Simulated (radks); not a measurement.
Question: The mean radii <r> (bohr) of the occupied orbitals of an atom or ion are listed with their occupations. All-electron calculation, Dirac Kohn-Sham, BLYP, spin-unpolarised, spherical densities, finite nucleus; Fermi nuclear charge, rms radius of each element as measured or else 0.836 A^(1/3) + 0.57 fm. Program: a radial shooting solver on a logarithmic mesh with Libxc functionals.

orbital  occ.      <r>
1s1/2       2  0.02722
2s1/2       2   0.1167
2p1/2       2  0.09841
2p3/2       4   0.1041
3s1/2       2   0.3121
3p1/2       2   0.3020
3p3/2       4   0.3133
3d3/2       4   0.2833
3d5/2       6   0.2868
4s1/2       2   0.6894
4p1/2       2   0.7042
4p3/2       4   0.7238
4d3/2       1   0.7530

Name the element and its charge. Open shells, if any, fill j = l - 1/2 first.

Answer: Z = 53, iodine, charge +16: I16+ in [Kr] 4d1. The 1s radius gives Z: for a bare nucleus <r> = (2 gamma + 1)/(2Z) with gamma = sqrt(1 - (Z/c)^2), 0.02683 bohr for Z = 53, and screening makes it slightly larger (0.02722 here). The occupations add up to 37, and the charge is Z minus that.
